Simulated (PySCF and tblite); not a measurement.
The numbers below are computed, except where a source is named.
**Barrier and rate of a rotation**

System: 1-cyanocyclopropanecarboxylic acid, C₅H₅NO₂, numbered as in [N:1]#[C:2][C:3]1([C:4](=[O:5])[OH:6])[CH2:7][CH2:8]1.

Motion: rotation about the C4–O6 bond (torsion C3–C4–O6–H from 180° to 360°, rising). The path came from a restrained scan, a climbing-image band and a saddle search at GFN2-xTB; energies are revPBE/pcSseg-1 + D3(BJ), IEF-PCM chloroform//GFN2-xTB, thermal terms GFN2-xTB. Rate constants are transition-state-theory values, counting equivalent paths, without tunnelling. Programs: tblite and PySCF.

| point | symmetry | E(GFN2) kcal/mol | E(DFT) kcal/mol | ZPE change kcal/mol | lowest mode cm⁻¹ | dipole D |
| --- | --- | --- | --- | --- | --- | --- |
| start | Cs | 0.0 | 0.0 | 0.00 | 46 | 3.11 |
| saddle | C1 | 12.9 | 11.6 | -1.14 | 609i | 2.83 |
| end | Cs | 5.0 | 2.8 | -0.22 | 50 | 2.79 |

```json
{"Electronic barrier": "11.6 kcal/mol", "Barrier with zero-point energy": "10.5 kcal/mol", "ΔH‡ (298 K)": "10.4 kcal/mol", "ΔS‡ (298 K, symmetry apart)": "-0.3 cal/(mol K)", "Paths": "2 equivalent paths", "End point": "a different minimum", "Mean lifetime of the start against this motion at 298 K": "4 µs", "Cost": "53 s on 1 thread of AMD EPYC 7B13, on a host shared with other jobs (rough), peak memory 0.69 GiB, launched as `OMP_NUM_THREADS=1 python ens_run.py task.json out`"}
```

| T/K | ΔG‡ kcal/mol | k s⁻¹ | ΔG kcal/mol | k back s⁻¹ |
| --- | --- | --- | --- | --- |
| 200 | 10.5 | 29 | 2.6 | 2×10⁴ |
| 250 | 10.5 | 6980 | 2.6 | 1.3×10⁶ |
| 298 | 10.5 | 2.5×10⁵ | 2.6 | 2×10⁷ |
| 350 | 10.5 | 3.9×10⁶ | 2.6 | 1.7×10⁸ |
| 400 | 10.6 | 2.9×10⁷ | 2.6 | 7.6×10⁸ |

ΔG and ΔG‡ leave out symmetry numbers and mirror images; rates count paths: 2 out, 2 back.
